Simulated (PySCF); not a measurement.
Basis-set dependence of population analyses: `CO[Si@H](F)O[SiH3]`

Species: CH₇FO₂Si₂.
Numbering: `[CH3:1][O:2][Si@H:3]([F:4])[O:5][SiH3:6]` (hydrogens: H7, H8, H9 on C1; H10 on Si3; H11, H12, H13 on Si6)

PBE0 throughout (PySCF), one geometry, spherical d and f functions. The structure is a single PBE0-D3(BJ)/def2-SVP conformer in the gas phase; no vibrational or solvent corrections. Atoms taken as equivalent share a column and are averaged. The first 7 of 9 kinds of atom are listed.

Mulliken charges (e):

```tsv
basis	functions	C1	O2	Si3	F4	O5	Si6	H7/H8/H9
STO-3G	45	-0.135	-0.400	+0.979	-0.267	-0.539	+0.657	+0.075
6-31G	76	-0.212	-0.749	+1.450	-0.454	-0.953	+0.867	+0.181
pcSseg-0	76	-0.299	-0.892	+1.673	-0.502	-1.048	+0.818	+0.228
6-31G*	106	-0.264	-0.570	+1.107	-0.402	-0.664	+0.604	+0.180
cc-pVDZ	127	+0.077	-0.421	+0.822	-0.316	-0.497	+0.457	+0.050
def2-SVP	127	+0.124	-0.512	+0.977	-0.350	-0.575	+0.590	+0.048
aug-cc-pVDZ	209	+0.900	-0.883	+1.468	-0.631	-1.081	-0.181	-0.210
6-311+G(2d,p)	220	-0.278	-0.703	+1.631	-0.512	-1.030	+0.677	+0.154
def2-TZVP	240	-0.222	-0.325	+0.690	-0.322	-0.388	+0.298	+0.129
cc-pVTZ	286	-0.096	-0.302	+0.623	-0.292	-0.326	+0.286	+0.086
IGLO-III	298	-0.285	-0.456	+1.290	-0.483	-0.638	+0.877	+0.132
pcSseg-2	328	+0.141	-0.575	+1.220	-0.418	-0.716	+0.799	+0.039
```

IAO charges (e):

| basis | functions | C1 | O2 | Si3 | F4 | O5 | Si6 | H7/H8/H9 |
| --- | --- | --- | --- | --- | --- | --- | --- | --- |
| STO-3G | 45 | -0.261 | -0.474 | +1.228 | -0.378 | -0.708 | +0.772 | +0.121 |
| 6-31G | 76 | -0.234 | -0.609 | +1.391 | -0.512 | -0.801 | +0.703 | +0.152 |
| pcSseg-0 | 76 | -0.216 | -0.611 | +1.421 | -0.503 | -0.808 | +0.701 | +0.144 |
| 6-31G* | 106 | -0.195 | -0.640 | +1.524 | -0.529 | -0.860 | +0.840 | +0.139 |
| cc-pVDZ | 127 | -0.193 | -0.633 | +1.506 | -0.526 | -0.854 | +0.830 | +0.138 |
| def2-SVP | 127 | -0.185 | -0.632 | +1.519 | -0.526 | -0.855 | +0.849 | +0.135 |
| aug-cc-pVDZ | 209 | -0.202 | -0.643 | +1.521 | -0.538 | -0.861 | +0.831 | +0.143 |
| 6-311+G(2d,p) | 220 | -0.204 | -0.653 | +1.553 | -0.542 | -0.880 | +0.866 | +0.145 |
| def2-TZVP | 240 | -0.201 | -0.655 | +1.570 | -0.544 | -0.885 | +0.877 | +0.143 |
| cc-pVTZ | 286 | -0.203 | -0.651 | +1.557 | -0.540 | -0.878 | +0.862 | +0.143 |
| IGLO-III | 298 | -0.204 | -0.655 | +1.564 | -0.543 | -0.884 | +0.874 | +0.144 |
| pcSseg-2 | 328 | -0.202 | -0.656 | +1.569 | -0.544 | -0.884 | +0.875 | +0.143 |

Hirshfeld charges (e):

| basis | functions | C1 | O2 | Si3 | F4 | O5 | Si6 | H7/H8/H9 |
| --- | --- | --- | --- | --- | --- | --- | --- | --- |
| STO-3G | 45 | +0.037 | -0.261 | +0.617 | -0.185 | -0.328 | +0.445 | +0.010 |
| 6-31G | 76 | -0.008 | -0.265 | +0.561 | -0.234 | -0.352 | +0.405 | +0.047 |
| pcSseg-0 | 76 | -0.018 | -0.251 | +0.579 | -0.232 | -0.335 | +0.422 | +0.043 |
| 6-31G* | 106 | -0.009 | -0.234 | +0.504 | -0.203 | -0.305 | +0.387 | +0.045 |
| cc-pVDZ | 127 | -0.027 | -0.217 | +0.507 | -0.200 | -0.292 | +0.390 | +0.044 |
| def2-SVP | 127 | -0.028 | -0.222 | +0.516 | -0.204 | -0.291 | +0.397 | +0.045 |
| aug-cc-pVDZ | 209 | -0.037 | -0.236 | +0.546 | -0.214 | -0.319 | +0.399 | +0.048 |
| 6-311+G(2d,p) | 220 | -0.029 | -0.238 | +0.541 | -0.214 | -0.318 | +0.402 | +0.047 |
| def2-TZVP | 240 | -0.033 | -0.230 | +0.528 | -0.206 | -0.307 | +0.393 | +0.047 |
| cc-pVTZ | 286 | -0.034 | -0.226 | +0.525 | -0.203 | -0.303 | +0.390 | +0.046 |
| IGLO-III | 298 | -0.038 | -0.230 | +0.527 | -0.206 | -0.304 | +0.388 | +0.047 |
| pcSseg-2 | 328 | -0.038 | -0.234 | +0.539 | -0.209 | -0.314 | +0.399 | +0.048 |

Some averages cover members that differ in this geometry, most widely: H7/H8/H9, Mulliken in aug-cc-pVDZ -0.294 to -0.165; H7/H8/H9, IAO in 6-31G +0.138 to +0.170; H7/H8/H9, IAO in pcSseg-0 +0.132 to +0.161; H7/H8/H9, Mulliken in 6-31G +0.167 to +0.194 e.

Task: Which scheme is steadiest as the basis changes?

Result: Largest range over the bases for any column: Hirshfeld 0.11 e, IAO 0.34 e, Mulliken 1.20 e. Hirshfeld charges move least and Mulliken charges most, counted in e. Without the minimal STO-3G basis the ranges are Hirshfeld 0.08, IAO 0.18, Mulliken 1.20 e.

Task: How much do the charges still move between the two largest bases, IGLO-III and pcSseg-2?

Result: At most, over all atoms: Mulliken 0.426 e, IAO 0.005 e, Hirshfeld 0.012 e.

Task: What do the same runs give for the total energy, the frontier levels and the dipole moment?

Result: 
| basis | energy (Eh) | HOMO (eV) | LUMO (eV) | μ (D) |
| --- | --- | --- | --- | --- |
| STO-3G | -860.4224 | -4.15 | 6.07 | 0.47 |
| 6-31G | -870.9742 | -8.55 | 0.38 | 1.86 |
| pcSseg-0 | -869.8302 | -8.57 | 0.59 | 1.82 |
| 6-31G* | -871.1686 | -8.48 | 0.51 | 1.45 |
| cc-pVDZ | -871.2021 | -8.52 | 0.54 | 1.47 |
| def2-SVP | -870.8056 | -8.60 | 0.65 | 1.49 |
| aug-cc-pVDZ | -871.2338 | -8.69 | -0.15 | 1.44 |
| 6-311+G(2d,p) | -871.3384 | -8.75 | -0.13 | 1.50 |
| def2-TZVP | -871.3807 | -8.72 | 0.14 | 1.45 |
| cc-pVTZ | -871.3624 | -8.67 | 0.27 | 1.42 |
| IGLO-III | -871.3823 | -8.72 | 0.27 | 1.43 |
| pcSseg-2 | -871.3927 | -8.76 | 0.01 | 1.49 |

The dipole is fixed by the density alone, so its range of 1.39 D shows that the density itself changes with the basis, not only its division among atoms.
